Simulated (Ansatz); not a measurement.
```yaml
crystal:
  periodic: [false, false, false]
  atoms:
    - {symbol: Li, position_ang: [0.713794, -0.247145, 1.398105]}
    - {symbol: Li, position_ang: [-0.713534, 0.247092, -1.398236]}
    - {symbol: I, position_ang: [0.564646, 2.353146, 0.127731]}
    - {symbol: I, position_ang: [-0.564906, -2.353093, -0.127599]}
basis:
  gaussian: {orbitals: def2-mTZVP}
hamiltonian: {xc: {name: r2SCAN}}
accuracy: high
scf: {omitted_lower_state_checks: [starts]}
output: {forces: true}
```

```sh
$ ansatz run in.yaml --threads 4 --pin off --events-out ev --progress --plain --max-ram 3916MiB
```

Output, abridged:

```
Functional definition: r2SCAN
1600 factors; integrals over basis functions are off by at most 1.1e-8 eV
mean field evaluation 1: about -16617.2598 eV, gradient 1.6e1 eV
mean field evaluation 2: about -16617.3376 eV, gradient 2.0e1 eV
mean field evaluation 4: about -16618.2209 eV, gradient 8.9e-1 eV
mean field evaluation 8: about -16618.2224 eV, gradient 8.2e-4 eV
mean field evaluation 16: about -16618.2224 eV, gradient 1.1e-7 eV
mean field -16618.22243269 eV, -610.7084101655 hartree, gradient 5.6e-8 eV, S^2 0.000000; 0 other end points of the search recorded, 0 dependent functions left out
reference -16618.22243347 eV, -610.7084101944 hartree; 28, 28 occupied and 60, 60 virtual orbitals, 1600 factors
Total energy: -16618.22243347 eV, -610.7084101944 hartree
Atom 0 at     0.713794    -0.247145     1.398105 Å, force    -0.270020     0.093465    -0.528576 eV/Å
Atom 1 at    -0.713534     0.247092    -1.398236 Å, force     0.269670    -0.093397     0.528749 eV/Å
Atom 2 at     0.564646     2.353146     0.127731 Å, force    -0.231465    -0.965145    -0.052451 eV/Å
Atom 3 at    -0.564906    -2.353093    -0.127599 Å, force     0.231815     0.965077     0.052278 eV/Å
Dipole moment:     0.000276    -0.000055    -0.000134 e Å
Checks for a lower state left out: starts
```

Run time 5 s (4 threads of Arm Neoverse V2 on a shared host).

In the def2 sets I takes a core potential; there is no spin–orbit coupling.
